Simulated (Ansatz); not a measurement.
Steps of a relaxation of CH5ClO2Sn (`[CH3][Sn]([OH])([OH])[Cl]`) with RKS PBE-D4/def2-SVP.

```sh
$ ansatz run in.yaml --threads 4 --pin off --events-out ev --progress --plain --max-ram 10444MiB
```

```yaml
crystal:
  periodic: [false, false, false]
  atoms:
    - {symbol: C, position_ang: [-1.343000, -0.744100, -0.309100]}
    - {symbol: Sn, position_ang: [0.423400, 0.374600, 0.032300]}
    - {symbol: O, position_ang: [1.406300, -0.499900, 1.477700]}
    - {symbol: O, position_ang: [1.595000, 0.398800, -1.621800]}
    - {symbol: Cl, position_ang: [-0.080800, 2.583400, 0.636000]}
    - {symbol: H, position_ang: [-1.959800, -0.189800, -1.137300]}
    - {symbol: H, position_ang: [-1.975300, -0.703400, 0.609100]}
    - {symbol: H, position_ang: [-1.113500, -1.724700, -0.621000]}
    - {symbol: H, position_ang: [0.817900, -0.486500, 2.301500]}
    - {symbol: H, position_ang: [2.313000, 0.940500, -1.364400]}
basis:
  gaussian: {orbitals: def2-SVP}
hamiltonian: {xc: pbe, dispersion: d4}
relax: {f_tol: 0.03, max_steps: 200}
```

Positions (Å) and forces (eV/Å) along the path, 9 of 9 steps:

```xyz
10
step=1 energy=-23549.5090 eV
C    -1.343   -0.744   -0.309   -2.067    2.851   -0.712
Sn    0.423    0.375    0.032   -0.259   -0.116   -1.317
O     1.406   -0.500    1.478   -0.129   -0.347    2.062
O     1.595    0.399   -1.622   -2.090   -1.280    0.117
Cl   -0.081    2.583    0.636   -0.042    0.458    0.140
H    -1.960   -0.190   -1.137    0.948   -0.902    1.113
H    -1.975   -0.703    0.609    0.269   -0.216   -0.172
H    -1.113   -1.725   -0.621    0.395   -1.807   -0.470
H     0.818   -0.486    2.301    0.959   -0.024   -1.139
H     2.313    0.941   -1.364    2.015    1.382    0.379
10
step=2 energy=-23549.8012 eV
C    -1.433   -0.727   -0.373   -0.538    0.751   -0.190
Sn    0.391    0.332    0.046    0.058    0.127   -0.173
O     1.495   -0.468    1.520   -0.325    0.014    0.467
O     1.595    0.374   -1.555   -0.359   -0.210    0.118
Cl   -0.068    2.592    0.663    0.003   -0.061    0.013
H    -2.027   -0.218   -1.180    0.442   -0.177    0.365
H    -2.038   -0.725    0.558    0.092   -0.125   -0.081
H    -1.169   -1.739   -0.682    0.063   -0.489   -0.078
H     0.984   -0.423    2.368    0.340    0.013   -0.500
H     2.353    0.951   -1.362    0.224    0.157    0.059
10
step=3 energy=-23549.8200 eV
C    -1.447   -0.736   -0.386   -0.079    0.085   -0.141
Sn    0.370    0.320    0.061    0.061   -0.132    0.207
O     1.502   -0.488    1.516   -0.449    0.242    0.823
O     1.561    0.334   -1.534    0.090    0.091   -0.055
Cl   -0.086    2.567    0.716   -0.009   -0.039   -0.003
H    -1.950   -0.141   -1.175   -0.047   -0.138    0.066
H    -2.085   -0.791    0.519    0.083    0.032   -0.065
H    -1.209   -1.754   -0.757    0.028    0.123    0.032
H     1.093   -0.274    2.402    0.424   -0.173   -0.855
H     2.334    0.911   -1.359   -0.102   -0.092   -0.009
10
step=4 energy=-23549.8352 eV
C    -1.468   -0.726   -0.427    0.088   -0.034    0.038
Sn    0.369    0.250    0.112   -0.069    0.310   -0.143
O     1.541   -0.490    1.557   -0.069   -0.007    0.228
O     1.527    0.308   -1.513   -0.030   -0.034    0.023
Cl   -0.146    2.510    0.729    0.048   -0.157    0.032
H    -1.946   -0.092   -1.197    0.012   -0.031    0.005
H    -2.113   -0.793    0.468   -0.023   -0.030    0.006
H    -1.238   -1.731   -0.827   -0.032    0.024    0.003
H     1.252   -0.156    2.434    0.049   -0.025   -0.197
H     2.307    0.869   -1.333    0.025   -0.016    0.006
10
step=5 energy=-23549.8505 eV
C    -1.466   -0.728   -0.425   -0.010    0.043   -0.013
Sn    0.356    0.288    0.089   -0.035   -0.002   -0.004
O     1.484   -0.515    1.542   -0.106    0.120    0.257
O     1.529    0.321   -1.523    0.138    0.105    0.021
Cl   -0.129    2.520    0.776    0.022   -0.025    0.027
H    -1.989   -0.105   -1.177    0.020   -0.047    0.023
H    -2.091   -0.835    0.481    0.032   -0.009   -0.020
H    -1.212   -1.718   -0.847   -0.010    0.010    0.003
H     1.253   -0.095    2.402    0.079   -0.089   -0.254
H     2.350    0.816   -1.315   -0.131   -0.104   -0.040
10
step=6 energy=-23549.8529 eV
C    -1.473   -0.734   -0.441   -0.045    0.045   -0.009
Sn    0.337    0.292    0.081    0.004   -0.040    0.053
O     1.433   -0.528    1.550   -0.119    0.404    0.629
O     1.515    0.341   -1.529    0.339    0.175    0.078
Cl   -0.111    2.507    0.840   -0.002    0.003    0.005
H    -2.023   -0.106   -1.167    0.021   -0.033    0.014
H    -2.081   -0.878    0.473    0.038   -0.007   -0.029
H    -1.209   -1.707   -0.893   -0.001    0.009    0.007
H     1.314    0.018    2.374    0.100   -0.391   -0.648
H     2.381    0.744   -1.284   -0.335   -0.166   -0.102
10
step=7 energy=-23549.8655 eV
C    -1.477   -0.733   -0.453    0.012   -0.001    0.014
Sn    0.322    0.291    0.101   -0.002   -0.028   -0.068
O     1.387   -0.546    1.579   -0.006   -0.034    0.008
O     1.496    0.349   -1.514    0.000    0.019   -0.002
Cl   -0.111    2.501    0.879    0.002    0.016    0.010
H    -2.015   -0.110   -1.191   -0.007    0.000    0.000
H    -2.096   -0.885    0.450   -0.002    0.005   -0.004
H    -1.197   -1.705   -0.900    0.001    0.000   -0.004
H     1.402    0.079    2.330    0.017    0.030    0.039
H     2.373    0.709   -1.277   -0.015   -0.006    0.007
10
step=8 energy=-23549.8664 eV
C    -1.482   -0.737   -0.459    0.016   -0.011    0.003
Sn    0.317    0.283    0.101    0.007    0.010    0.030
O     1.359   -0.554    1.598    0.008    0.099    0.118
O     1.491    0.360   -1.513   -0.020   -0.012   -0.016
Cl   -0.100    2.493    0.895   -0.004    0.007   -0.005
H    -2.015   -0.114   -1.200   -0.007    0.003   -0.003
H    -2.104   -0.888    0.441   -0.001    0.006    0.004
H    -1.201   -1.709   -0.905   -0.003   -0.003   -0.004
H     1.446    0.112    2.315   -0.019   -0.111   -0.138
H     2.373    0.704   -1.269    0.023    0.012    0.012
10
step=9 energy=-23549.8670 eV
C    -1.480   -0.738   -0.459   -0.010    0.000    0.002
Sn    0.315    0.286    0.101   -0.002    0.002    0.002
O     1.337   -0.564    1.603    0.001   -0.001    0.005
O     1.496    0.358   -1.509    0.003    0.004   -0.001
Cl   -0.096    2.500    0.886    0.001   -0.002   -0.004
H    -2.019   -0.118   -1.198    0.004    0.000    0.002
H    -2.100   -0.889    0.444    0.002    0.000   -0.002
H    -1.199   -1.710   -0.904    0.002   -0.002   -0.001
H     1.458    0.107    2.304    0.000   -0.001   -0.003
H     2.372    0.716   -1.265   -0.002    0.000    0.000
```

Hardware: 4 threads of an Intel Xeon 6975P-C on a shared host. Wall time 7 s, peak host memory 0.18 GiB.
